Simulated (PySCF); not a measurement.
NMR data simulated for an unnamed compound:

$^{1}$H NMR (400 MHz, computed): δ 5.79 (m, 1H), 5.55 (m, 1H), 4.17 (m, 1H), 4.04 (m, 1H), 3.72 (m, 1H), 3.61 (m, 1H), 1.27 (br s, 1H), 0.17 (m, 3H), -0.31 (br s, 1H).

$^{13}$C{$^{1}$H} NMR (computed): δ 54.9 (CH2), -10.7 (CH3).

[PySCF 2.14: σ from GIAO-PBE0/pcSseg-1; GFN2-xTB geometry; averaged over atoms made equivalent by symmetry, fast rotation or ring inversion; relativity neglected; no solvent model; one conformer]

Scale: $^{1}$H, $^{13}$C vs TMS (reference shieldings calculated alike).

Which of these does the molecule contain: a CH3CH2 unit, a methoxy group, a Si–H bond, a Si–CH3 group, an NH or NH2 group, an S-methyl group?

Results:


- A CH3CH2 unit: no.
- A methoxy group: no.
- A Si–H bond: yes (δH 4.17 (m), 4.04 (m)).
- A Si–CH3 group: yes (δC -10.7; δH 0.17 (m)).
- An NH or NH2 group: yes (δH -0.31 (br s)).
- An S-methyl group: no.

The data belong to SMILES [SiH2]1[Si@@]([SiH2]C)(O)CN1, C2H11NOSi3; they needn't prove each group on their own.

Carbon signals by region: 1 at 50–100 ppm, 1 below 50 ppm.

Exchangeable OH/NH protons stand at their gas-phase positions; hydrogen bonding in a real sample shifts them, mostly to higher δ. Shifts are as computed. Against solution values, carbons near 30 ppm lie about +3 ppm off and those near 130 ppm about +5 ppm. Of 1211 compounds with measured shifts, 218 miss one by over three times the rms of a fit or turn the order of signals round; such compounds aren't used in these exercises. No couplings were computed; multiplicities are counted from neighbouring protons, with m where these are inequivalent, close in shift, in a saturated or five-membered ring or joined by F or P, and br s for small geminal =CH2 splittings.
